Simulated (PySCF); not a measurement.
Compound: 1,2-dihydro-1,2-azaborine, C₄H₆BN.
InChI=1S/C4H6BN/c1-2-4-6-5-3-1/h1-6H

Linear response at CAM-B3LYP/def2-SVPD (PySCF, frozen core in the response, non-relativistic). Geometry: PBE0-D3(BJ)/def2-SVP; no solvent, vibrations or thermal averaging.

Static isotropic polarisability: 68.15 au (10.10 Å³), principal values 43.1, 78.0, 83.3 au.

What is the polarisability at 1064 nm and at the sodium D line?

69.07 au at 1064 nm (+1.3 %), 71.35 au at 589.3 nm (+4.7 %). The rise at 589.3 nm is 3.49 times that at 1064 nm; a pure ω² law gives 3.26. The lowest singlet lies at 242 nm, shorter than both wavelengths.

What is the isotropic C6 coefficient between two such molecules, C6 = (3/π)∫α(iω)² dω?

1698 au (Eh·bohr⁶) by a ten-point quadrature over imaginary frequencies, which is 1010 eV·Å⁶ or 97.9 J·nm⁶/mol.

Which effective excitation energy ω̄ makes London's formula C6 = (3/4)α²ω̄ exact here?

ω̄ = 4·C6/(3α²) = 0.487 Eh = 13.3 eV. A one-pole form α(ω) = α/(1 − ω²/ω̄²) fitted to the 1064 nm value gives 10.1 eV. London's choice of the ionisation energy (8.53 eV, ΔSCF at the same level) gives C6 = 1090 au, 36 % too low.

What three-body coefficient follows from the one-pole estimate C9 = (3/4)·α·C6?

86800 au. This is an estimate from the two numbers above, not a computed integral.

How many electrons N does the Slater–Kirkwood formula C6 = (3/4)·√N·α^(3/2) need to give this C6?

N = (4·C6/3)²/α³ = 16.2; the species has 42 electrons in all.

What molar refraction at the D line follows from R = (4π/3)·N_A·α′, with α′ the polarisability volume?

α′ = 10.57 Å³ gives R = 26.67 cm³/mol, for isolated, non-vibrating species.

Rough CPU time on one thread of a shared machine: about 60 s. This is the whole response run at CAM-B3LYP/def2-SVPD, SCF included.
